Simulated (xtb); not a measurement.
Be(Me)(Et) (C3H8Be), SMILES C[CH2][Be][CH3]. All values are semi-empirical tight-binding results from xtb (GFN2-xTB unless named), good for trends rather than for accurate numbers. Coordinates come from a GFN2-xTB optimisation. The structure was generated by enumeration; whether it is a known compound was not checked. The values are those of a single conformer.

Optimised geometry:

```xyz
12

Be    -0.3075     0.2548     0.6673
C     -0.9978     1.5890     1.5165
H     -1.4828     1.3140     2.4538
H     -1.7667     2.1262     0.9600
H     -0.2784     2.3587     1.7986
C      0.3954    -1.0801    -0.1890
C      0.7810    -0.7437    -1.6424
H     -0.2562    -1.9597    -0.2410
H      1.3029    -1.4702     0.2862
H      1.5034     0.0692    -1.6792
H     -0.0902    -0.4407    -2.2198
H      1.2260    -1.6080    -2.1384
```

For metal compounds this method's bond lengths and energies can be far off.

Computed properties:
```json
{
 "orbital_gap": "4.90 eV",
 "zero_point_energy": "61.9 kcal/mol",
 "G − E(el) at 298.15 K (modified RRHO)": "42.6 kcal/mol"
}
```

Computed IR lines (harmonic; lines under 4 % of the strongest left out, lines within 3 cm⁻¹ merged):
ν (cm⁻¹): 230 (w), 539 (s), 577 (vs), 930 (m), 1003 (w), 1043 (w), 1391 (w), 2898 (m), 2931 (w), 2972 (m), 2978 (m), 3004 (w), 3014 (m), 3024 (w) (against the strongest line: vs over 80 %, s over 45 %, m over 15 %, w over 4 %, vw less)

Computed atomic charges and the Wiberg bond orders between heavy atoms:
charges (e) Be1 0.47, C2 -0.29, H3 0.02, H4 0.02, H5 0.02, C6 -0.24, C7 -0.09, H8 0.01, H9 0.01, H10 0.01, H11 0.01, H12 0.02. Bond orders Be1–C2 0.98, Be1–C6 0.94, C6–C7 1.01.
